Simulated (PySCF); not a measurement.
Magnetic susceptibility: `O=C(Cl)c1sccc1[SiH3]`, C5H5ClOSSi

Cartesian coordinates in Å; atom numbers follow the order of the lines, from 1:
```xyz
14

O    -2.1633    1.3437    0.0615
C    -1.0506    1.7781    0.1661
Cl   -0.7902    3.5134    0.3889
C     0.1439    1.0035    0.1272
S     1.7462    1.6507    0.2791
C     2.3960    0.0776    0.1183
C     1.4380   -0.8812   -0.0427
C     0.1299   -0.3673   -0.0404
Si   -1.4886   -1.3245   -0.2309
H     3.4606   -0.0563    0.1507
H     1.6608   -1.9263   -0.1596
H    -2.1623   -0.8974   -1.4503
H    -2.2726   -1.1943    0.9904
H    -1.0486   -2.7202   -0.3808
```

Theory: GIAO KT3/pcSseg-1 magnetisability, rotational g tensor and spin-rotation constants, non-relativistic, gas phase (PySCF 2.14.0). Geometry: GFN2-xTB.

**Question.** What are the magnetisability and the molar susceptibility?

**Answer.** Isotropic -1542 × 10⁻³⁰ J/T², or -92.9 × 10⁻⁶ cm³/mol; principal values -2091, -1316, -1218 × 10⁻³⁰ J/T², anisotropy 828 × 10⁻³⁰ J/T² (root of half the summed squared differences of the principal values). The susceptibility is in cgs units.

**Question.** Split it along the inertial axes a, b, c into diamagnetic and paramagnetic parts about the centre of mass, with the quadrupole moment.

**Answer.** 
| axis | χ (10⁻⁶ cm³/mol) | diamagnetic (10⁻⁶ cm³/mol) | paramagnetic (10⁻⁶ cm³/mol) | summed x² of all electrons (Å²) | quadrupole Θ (D Å) |
| --- | --- | --- | --- | --- | --- |
| a | -79.0 | -1020.5 | 941.5 | 282.5 | +0.19 |
| b | -73.6 | -1277.8 | 1204.2 | 221.9 | +3.29 |
| c | -125.9 | -2140.1 | 2014.2 | 18.6 | -3.48 |

Anisotropies 2χaa − χbb − χcc = +41.6 and 2χbb − χaa − χcc = +57.7 × 10⁻⁶ cm³/mol. Θ is traceless in Buckingham's convention.

**Question.** And the rotational g tensor?

**Answer.** 
```tsv
axis	rotational constant (GHz)	g	nuclear part	electronic part
a	1.2920	-0.0300	0.5414	-0.5715
b	0.9840	-0.0262	0.5305	-0.5566
c	0.5624	-0.0001	0.5321	-0.5321
```
Asymmetric top; isotopes 12C, 35Cl, 1H, 16O, 32S, 28Si; no vibrational averaging.
